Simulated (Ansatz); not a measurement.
Born–Oppenheimer molecular dynamics of C2H6ClFOSi (12 atoms, charge 0, multiplicity 1). It starts at the highest image of a converged band. Of that band: The profile has 2 maxima (images 2, 5) with wells between them (image 3): this band takes more than one step, which may be the mechanism or a detour left from its start path. Neighbouring images differ by up to 2.9 eV, so the band resolves the path poorly. A vibrational analysis at the climbing image gives one clearly imaginary mode, 848i cm⁻¹: a first-order saddle point.

Computed with RKS PBE-D4/def2-SVP (Ansatz).

```json
{"ensemble": "NVE (velocity Verlet)", "time step": "0.5 fs", "steps asked": "200", "starting velocities drawn for": "300 K", "seed": "9171"}
```

First frame:

```xyz
12
Properties=species:S:1:pos:R:3
C 1.144 0.270 -1.565
Si 0.399 0.380 0.138
F -0.874 1.482 0.142
Cl 1.812 1.279 1.406
C -0.502 -1.127 0.680
O -1.833 -0.524 1.589
H 1.634 1.222 -1.851
H 1.912 -0.530 -1.585
H 0.361 0.015 -2.305
H -0.049 -1.837 1.396
H -2.058 -1.094 0.749
H -1.870 0.410 1.240
```

(1) How far do the bonds stretch over the last three quarters of this one trajectory? (Pairs bonded in most of those frames.)

Results:

(1) 
| bond | mean (Å) | spread (Å) | shortest | longest |
| --- | --- | --- | --- | --- |
| C1–Si2 | 1.871 | 0.038 | 1.82 | 1.93 |
| C1–H7 | 1.110 | 0.035 | 1.05 | 1.17 |
| C1–H8 | 1.111 | 0.023 | 1.07 | 1.16 |
| C1–H9 | 1.111 | 0.017 | 1.08 | 1.15 |
| Si2–F3 | 1.720 | 0.026 | 1.68 | 1.77 |
| Si2–Cl4 | 2.114 | 0.013 | 2.10 | 2.14 |
| Si2–C5 | 1.828 | 0.017 | 1.80 | 1.86 |
| C5–O6 | 1.606 | 0.055 | 1.51 | 1.70 |
| C5–H10 | 1.106 | 0.012 | 1.09 | 1.13 |
| O6–H11 | 0.980 | 0.017 | 0.95 | 1.01 |
| O6–H12 | 1.012 | 0.012 | 0.99 | 1.04 |

Mean temperature of the second half: 183 K. The conserved energy stayed within 0.16 meV per atom of its start (net change 0.11 meV per atom), so the integration is sound. A run of 0.1 ps of so small a system gives no equilibrium averages. The orbitals stay closed-shell, which can raise the energy where a bond breaks towards radicals; this wasn't checked here.

Run time: 9.6 min on 2 threads of Intel(R) Xeon(R) Platinum 8259CL CPU @ 2.50GHz (Skylake/Cascade Lake) (shared host), peak memory 0.2 GiB.
